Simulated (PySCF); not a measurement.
**C₆ coefficients of unlike pairs at PBE0**

Calculated with PySCF 2.14 from the dipole response of each species, C₆(A,B) = (3/π) ∫ α_A(iu) α_B(iu) du, in atomic units, from isotropic polarisabilities. For ions this is the dispersion term alone; charge-induced terms of lower order in 1/R come first.

```tsv
species	configuration	basis	relativity	α (bohr³)	C₆ (like pair)
C³⁺	[He] 2s1 (2S)	def2-QZVPPD (8s4p4d2f1g)	none	3.180	2.537
Mg⁺	[Ne] 3s1 (2S)	x2c-TZVPPall with one added diffuse shell each of s, p, d type (6s5p4d)	spin-free X2C	34.65	151.1
I⁺	[Kr] 4d10 5s2 5p4 (3P)	aug-cc-pVTZ-PP with ECP28MDF (6s5p4d2f)	core potential	20.32	171.5
B⁺	[He] 2s2 (1S)	aug-cc-pCVTZ-DK with one added diffuse shell each of s, p, d, f type (8s7p5d3f)	spin-free X2C	10.74	29.18
```

**Question.** Estimate C₆ for B⁺ with I⁺.

**Answer.** The integral gives 68.71. The combination rule 2 C_A C_B / (C_A α_B/α_A + C_B α_A/α_B) gives 68.63 and the geometric mean 70.75.

No spin-orbit coupling is included.

The other pairs:

```csv
pair,C₆
"B⁺, C³⁺",8.601
"I⁺, C³⁺",20.31
"Mg⁺, C³⁺",18.50
"B⁺, Mg⁺",62.72
"I⁺, Mg⁺",137.3
```
